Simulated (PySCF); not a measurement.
Species: C₈H₁₀O.
Atom-mapped SMILES: `[CH:1]#[C:2][C@@H:3]1[C@@H:4]([CH3:5])[C@H:6]1[C@H:7]1[CH2:8][O:9]1`

Definitions: NICS(0) = −σiso at the ring centroid; NICS(1) = −σiso and NICS(1)zz = −σzz at ±1 Å along the ring normal z. Level: GIAO PBE0/pcSseg-1 (PySCF, non-relativistic, gas phase) on the GFN2-xTB geometry, one conformer.

Ring bond lengths (Å), with Mayer bond orders in brackets: C3–C4 1.509 (0.88), C4–C6 1.504 (0.92), C6–C3 1.515 (0.87); C7–C8 1.467 (1.03), C8–O9 1.398 (0.94), O9–C7 1.400 (0.90).

Task: What do the NICS probes read (ppm)?

Result: 
```
    ring                                             type  NICS(0)  NICS(1), two faces  NICS(1)zz, two faces  rms pucker (Å)  centre to ring atoms, mean (Å)
C3–C4–C6   3-membered carbocycle; formal bonds all single    -43.5         -8.1 / -8.8         -21.5 / -20.1            0.00                            0.87
C7–C8–O9  3-membered ring with O; formal bonds all single    -46.7         -6.0 / -6.0         -22.7 / -19.4            0.00                            0.82
```

Task: What can be read from them?

Result: 
- C3–C4–C6: mean NICS(1)zz -20.8 ppm, shielded. C3, C4, C6 have four or more neighbours; no verdict on aromaticity is drawn. NICS(0) lies 35 ppm below the mean NICS(1).
- C7–C8–O9: mean NICS(1)zz -21.0 ppm, shielded. C7, C8 have four or more neighbours; no verdict on aromaticity is drawn. The two faces differ by 3.3 ppm, so no symmetry operation interchanges them. NICS(0) lies 41 ppm below the mean NICS(1).

Task: At the first NICS(1) probe listed for ring C7–C8–O9, 1 Å off the ring, how large is the induced field along the normal in 11.7 T applied along it?

Result: NICSzz × B0 = -22.7 ppm × 11.7 T = -266 μT, against the applied field.

Task: How shielded are the nuclei of the rings and their hydrogens (means over atoms taken as equivalent)?

Result: 
```tsv
atoms	environment	σ isotropic (ppm)
C3	propargylic carbon	173.5
C4	three-membered-ring carbon	161.6
C6	three-membered-ring carbon	153.8
C7	sp3 carbon bound to oxygen	139.0
C8	sp3 carbon bound to oxygen	143.1
O9	epoxide oxygen	315.7
H on C3	methine hydrogen	30.94
H on C4	methine hydrogen	30.40
H on C6	methine hydrogen	31.09
H on C7	methine hydrogen	29.58
H on C8	methylene hydrogen	29.28
H on C8	methylene hydrogen	29.11
```

Conformer computed: `[CH:1]#[C:2][C@@H:3]1[C@@H:4]([CH3:5])[C@H:6]1[C@H:7]1[CH2:8][O:9]1`: C4–C6–C7–C8 -178°.
